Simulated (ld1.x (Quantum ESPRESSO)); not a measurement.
**Reading a pseudo-wave (molybdenum (Mo))**

Columns: radius, all-electron u(r) and pseudo u(r) of the 5p shell (level -0.95 eV) of molybdenum in the configuration [Kr] 4d5.5 5s0.5 5p0; LDA (PZ), non-relativistic, TM semilocal scheme, ld1.x (Quantum ESPRESSO) 7.5.

```csv
r (bohr),all-electron,pseudo
0.210,-0.0508,-0.0023
0.420,-0.0655,-0.0093
0.630,0.0748,-0.0208
0.840,0.1584,-0.0369
1.050,0.1605,-0.0576
1.260,0.1104,-0.0828
1.470,0.0368,-0.1121
1.680,-0.0425,-0.1454
1.890,-0.1182,-0.1818
2.100,-0.1863,-0.2204
2.310,-0.2454,-0.2599
2.520,-0.2954,-0.2988
2.730,-0.3368,-0.3352
2.940,-0.3704,-0.3676
3.150,-0.3970,-0.3948
3.360,-0.4175,-0.4163
3.570,-0.4324,-0.4320
3.780,-0.4426,-0.4425
3.990,-0.4486,-0.4486
4.200,-0.4511,-0.4511
4.410,-0.4505,-0.4505
4.620,-0.4472,-0.4472
4.830,-0.4417,-0.4417
5.040,-0.4343,-0.4343
5.250,-0.4254,-0.4254
5.460,-0.4152,-0.4152
```

Question: How many radial nodes do the two functions have?

Answer: The all-electron 5p function has n − l − 1 = 3 (the table is too coarse to show those close to the nucleus); the pseudo-wave has 0, since the states of the same l below it are removed with the core.

Question: At about which radius was the pseudo-wave matched?

Answer: 4.20 bohr. The columns agree to 0.0005 from 3.57 bohr on; several derivatives are matched, so the curves merge somewhat inside the radius.

Question: Is the pseudo-wave norm-conserving?

Answer: Yes: the TM semilocal scheme keeps the norm inside the radius equal to the all-electron one, which fixes the energy derivative of the logarithmic derivative at the level.
